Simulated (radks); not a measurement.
Results of a calculation; reference values are marked as such.
Species: Rh. Configuration: [Kr] 4d7 5s0.5 5p1.5 (fractional occupations, a model configuration).

Code: a radial shooting solver on a logarithmic mesh with Libxc functionals. Model: scalar-relativistic Kohn-Sham, PBE, spin-polarised, spherical densities, point nucleus; open shells are filled with parallel spins first (spin-orbit coupling, left out, can overturn this in heavy ions).

Energy parts (eV):
part                       energy
total                 -130176.220
kinetic                134820.267
electron-nucleus      -313980.657
Hartree                 52748.411
exchange-correlation    -3764.241

Orbitals (lengths in bohr, moments of r in powers of bohr; <r^-3> diverges for s and p1/2; r(90%) holds 90 % of the orbital's charge):
orbital  occ.  eigenvalue (eV)  <r^-3>      <r>      <r^4>  r(90%)
1s up       1        -23044.56       -  0.03263  5.366e-06  0.0585
1s down     1        -23044.54       -  0.03263  5.366e-06  0.0585
2s up       1        -3346.120       -   0.1419  0.0009692   0.219
2s down     1        -3345.645       -   0.1419  0.0009691   0.219
2p up       3        -2999.296    3244   0.1237  0.0006945   0.201
2p down     3        -2998.928    3245   0.1237  0.0006943   0.201
3s up       1        -602.7687       -   0.3907    0.04694   0.576
3s down     1        -602.5116       -   0.3906    0.04688   0.576
3p up       3        -488.7890   564.8   0.3905    0.05079   0.589
3p down     3        -488.4956   564.6   0.3904    0.05069   0.588
3d up       5        -306.6281   76.52   0.3704    0.05103   0.588
3d down     5        -306.1819   76.51   0.3703    0.05084   0.588
4s up       1         -89.0846       -   0.9785      1.772    1.42
4s down     1         -86.9541       -   0.9759      1.755    1.42
4p up       3         -56.9146   89.20    1.076      2.785    1.59
4p down     3         -54.6588   90.11    1.073      2.759    1.59
4d up       5         -11.6684   6.857    1.485      14.70    2.37
4d down     2          -9.2726   6.892    1.492      15.52    2.40
5s up     0.5          -7.3872       -    2.958      162.2    4.41
5s down     0          -5.4272       -    3.026      180.6    4.52
5p up     1.5          -2.8095   4.819    4.043      645.2    6.21

The highest occupied level is 5p up at -2.810 eV. The configuration is held as typed, so some empty levels lie below it. The density falls to 0.001 e/bohr^3 at r = 4.90 bohr.
